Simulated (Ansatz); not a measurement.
Frontier orbitals of Al2FHZn (`[F][Al]1[AlH][Zn]1`).

Z-matrix (Å, degrees):
```
Al
Al 1 2.526
Zn 1 2.711 2 57.8
F 1 1.658 2 154.0 3 125.4
H 1 1.910 2 46.2 3 79.6
```

Charge 0, multiplicity 1. For Zn the d shell is correlated and the shells below it are frozen. Scalar relativity is left out up to krypton. All single points use the PBE0-D4/def2-TZVP geometry. Basis def2-TZVPP, Ansatz 0.2.0.

```
functional  HOMO (eV)  LUMO (eV)  gap (eV)
       PBE      -5.49      -3.16      2.33
    B97M-V      -5.62      -3.11      2.51
      PBE0      -6.26      -2.51      3.75
 CAM-B3LYP      -7.32      -1.58      5.74
   ωB97M-V      -8.00      -0.83      7.17
        HF      -7.75      -0.01      7.74
```

Against PBE, PBE0 changes HOMO and LUMO by −0.78 and +0.65 eV, ωB97M-V by −2.51 and +2.33 eV. A gap of 2.32 eV thus becomes 7.17 eV for the same molecule, so an orbital gap means little without its functional.
